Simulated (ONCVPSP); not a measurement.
**Ranking ONCV potentials for vanadium (V)**

All share these settings but for the change named:

* Element: vanadium
* Generator: ONCVPSP 4.0.1
* Type: optimised norm-conserving Vanderbilt (ONCV)
* Functional: LDA (Perdew-Wang 92)
* Relativity: scalar-relativistic
* Frozen core: [Ne]
* Valence charge: 13
* Reference configuration: 3s2 3p6 3d3.5 4s1.5
* Partial waves: 3s+4s: rc 1.30 bohr, ncon 3, nbas 7, qcut 7.1 1/bohr, 2 projectors; 3p: rc 1.35 bohr, ncon 5, nbas 9, qcut 9.1 1/bohr, 2 projectors, debl 2.7 Ha; 3d: rc 1.40 bohr, ncon 4, nbas 8, qcut 13.3 1/bohr, 3 projectors, debl 2.4 Ha
* Local potential: polynomial inside 1.10 bohr (lpopt 1, dvloc0 -1 Ha)
* Core correction: Teter function, fcfact 4, rcfact 1.35

Test errors are all-electron minus pseudo excitation energies from the reference, over 3s2 3p6 3d3 4s2; 3s2 3p6 3d3 4s1; 3s2 3p6 3d3 4s0; 3s2 3p5 3d3 4s2. None of these files shows a bound ghost.

The base gives 2.1 meV.

Of 6 variants that were run, those that failed, showed a ghost or another fault, or gave nearly equal values are left out.

A variant can come out equal or close to the base, since the largest error may sit in a test that the change hardly touches while other tests move.

(1) Rank these variants by their largest absolute test error, smallest first.
A. core correction Teter function, fcfact 4, rcfact 1.22
B. core correction Teter function, fcfact 4, rcfact 1.56
C. core correction Teter function, fcfact 4, rcfact 1.98
D. core correction Teter function, fcfact 4, rcfact 1.78

Results:

(1) A (2.1 meV), B (3.9 meV), D (8.4 meV), C (16.1 meV).
